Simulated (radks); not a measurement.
Values are calculated unless marked as measured or tabulated.
How relativity changes the ionisation of the manganese ion Mn+ ([Ar] 3d5 4s1) to Mn2+ ([Ar] 3d5). Spin-unpolarised spherical Kohn-Sham, PBE, point nucleus unless stated (finite: rms radius 3.7057 fm), a radial shooting solver on a logarithmic mesh with Libxc functionals. A level marked "c x" has the speed of light scaled by that factor and shares open shells by 2j + 1; other Dirac levels either fill j = l - 1/2 first or share by 2j + 1.

level,E(Mn+) (hartree),E(Mn2+) (hartree),IE (eV),HOMO,<r> HOMO (bohr)
non-rel.,-1150.24637,-1149.67970,15.420,4s,2.836
scalar-rel.,-1157.98649,-1157.41325,15.599,4s,2.808
"scalar-rel., finite nucleus",-1157.98308,-1157.40984,15.599,4s,2.808
"Dirac, 2j+1 shares",-1158.00640,-1157.43316,15.599,4s1/2,2.808
"Dirac, low j first",-1158.01523,-1157.44222,15.592,4s1/2,2.809
"Dirac, 2j+1 shares, finite nucleus",-1158.00299,-1157.42975,15.599,4s1/2,2.808
"Dirac, c x 1.5",-1153.66393,-1153.09437,15.498,4s1/2,2.824
"Dirac, c x 3",-1151.09615,-1150.52876,15.439,4s1/2,2.833
"Dirac, c x 5",-1150.55194,-1149.98501,15.427,4s1/2,2.835

NIST Atomic Spectra Database: 15.640 eV (measured). The relativistic part of the total energy of Mn+ is -7.757 hartree (Dirac, 2j+1 shares, finite nucleus), 0.67 % of the non-relativistic value. Spin polarisation and multiplet splitting of open shells are left out at every level.

Beside tabulated values, note that spin-unpolarised runs miss the spin-polarisation part of the exchange energy of open shells.
